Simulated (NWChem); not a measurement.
All runs are NWChem calculations. System: Mg, charge 0, spin multiplicity 1. Level: MP2/def2-TZVP, 5 core orbitals frozen.

Input file:

```
start mol
memory heap 200 mb stack 900 mb global 1100 mb
geometry units angstroms nocenter noautoz
  Mg     0.000000     0.000000     0.000000
  symmetry group D2h
end
basis spherical
  * library def2-tzvp
end
scf
  rhf
  nopen 0
  maxiter 100
  thresh 1e-7
  semidirect memsize 60000000 filesize 0
end
mp2
  freeze core 5
end
task mp2 energy
```

Output (cleaned and shortened):

```
             Northwest Computational Chemistry Package (NWChem) 7.3.0
             --------------------------------------------------------

                                NWChem Input Module
                                -------------------

 Scaling coordinates for geometry "geometry" by  1.889725989
 (inverse scale =  0.529177249)

                             Geometry "geometry" -> ""
                             -------------------------

 Output coordinates in angstroms (scale by  1.889725989 to convert to a.u.)

  No.       Tag          Charge          X              Y              Z
 ---- ---------------- ---------- -------------- -------------- --------------
    1 Mg                  12.0000     0.00000000     0.00000000     0.00000000

 Effective nuclear repulsion energy (a.u.)       0.0000000000

            Nuclear Dipole moment (a.u.)
            ----------------------------
        X                 Y               Z
 ---------------- ---------------- ----------------
     0.0000000000     0.0000000000     0.0000000000

      Symmetry information
      --------------------

 Group name             D2h
 Group number             26
 Group order               8
 No. of unique centers     1

      Symmetry unique atoms

     1


 Summary of "ao basis" -> "" (spherical)
 ------------------------------------------------------------------------------
       Tag                 Description            Shells   Functions and Types
 ---------------- ------------------------------  ------  ---------------------
 *                         def2-tzvp                  on all atoms

 Summary of "ao basis" -> "ao basis" (spherical)
 ------------------------------------------------------------------------------
       Tag                 Description            Shells   Functions and Types
 ---------------- ------------------------------  ------  ---------------------
 Mg                        def2-tzvp                12       32   5s4p3d

                                 NWChem SCF Module
                                 -----------------

  ao basis        = "ao basis"
[...]
     1   1 0 0      0.000000      0.000000      0.000000
     1   0 1 0      0.000000      0.000000      0.000000
     1   0 0 1      0.000000      0.000000      0.000000

     2   2 0 0     -9.869680      0.000000      0.000000
     2   1 1 0     -0.000000      0.000000      0.000000
     2   1 0 1     -0.000000      0.000000      0.000000
     2   0 2 0     -9.869680      0.000000      0.000000
     2   0 1 1     -0.000000      0.000000      0.000000
     2   0 0 2     -9.869680      0.000000      0.000000

                   NWChem MP2 Semi-direct Energy/Gradient Module
                   ---------------------------------------------

  Basis functions       =     32
  Molecular orbitals    =     32
  Frozen core           =      5
  Frozen virtuals       =      0
  Active alpha occupied =      1
  Active beta occupied  =      1
  Active alpha virtual  =     26
  Active beta virtual   =     26
  Use MO symmetry       = T
  Use skeleton AO sym   = T

  AO/Fock/Back tols     =   1.0D-09  1.0D-09  1.0D-09

 GA uses MA = F    GA memory limited = T

 Available:
  local mem=  1.26D+08
 global mem=  1.44D+08
 local disk=  0.00D+00
  mp2_memr nvloc                    26
  nvloc new                    26
   1 passes of   1:        3145728                       2751                     48477.
   1 passes of   1: M    126154787           G      144177152           F     123009059.

 Semi-direct pass number   1 of   1  for RHF alpha+beta  at        0.2s
  vrange nnbf                   528
  mp2_eaftype                    10  avail_ma_in_mb                  1099
 EAF : mp2_eaftype filesize          10      24239.
  mp2_eaf for mointskh                     10
Node 0 wrote      0.1 Mb in      0.0 s     Agg I/O rate:  1243.8 Mb/s
 Done moints_semi at        0.3s
  mp2_eaftype                    10  avail_ma_in_mb                  1089
 EAF : mp2_eaftype filesize          10      24239.
  mp2_eaf for kh                    10
 Done maket at        0.3s
 Done multipass loop at        0.3s

          -------------------------------------------
          SCF energy                -199.606631134000
          Correlation energy          -0.021711693200
          Singlet pairs               -0.021711693200
          Triplet pairs                0.000000000000
          Total MP2 energy          -199.628342827201
          -------------------------------------------

          ---------------------------------------------------
                    Spin Component Scaled (SCS) MP2
          Same spin pairs                      0.000000000000
          Same spin scaling factor             0.333333333333
          Opposite spin pairs                 -0.021711693200
          Opposite spin scaling fact.          1.200000000000
          SCS-MP2 correlation energy          -0.026054031840
          Total SCS-MP2 energy              -199.632685165841
          ---------------------------------------------------

 -----------------------
 Performance information
 -----------------------

 Timer overhead =  1.82D-07 seconds/call

               Nr. of calls         CPU time (s)                 Wall time (s)                GFlops
             ---------------    -------------------     ------------------------------   -------------------
Name         Min   Avg   Max    Min     Avg     Max     Min     Avg     Max   Mx/calls   Min     Max     Sum
mp2: moin     1     1     1   8.63E-2 8.63E-2 8.63E-2  8.63E-2 8.63E-2 8.63E-2 8.63E-2   0.0     0.0     0.0
mp2: make     1     1     1   3.52E-4 3.52E-4 3.52E-4  3.52E-4 3.52E-4 3.52E-4 3.52E-4   0.0     0.0     0.0
mp2: tota     1     1     1   0.11    0.11    0.11     0.11    0.11    0.11    0.11      0.0     0.0     0.0

 The average no. of pstat calls per process was 3.00D+00
 with a timing overhead of 5.46D-07s

 Task  times  cpu:        0.2s     wall:        0.2s

 Total times  cpu:        0.3s     wall:        0.3s
```
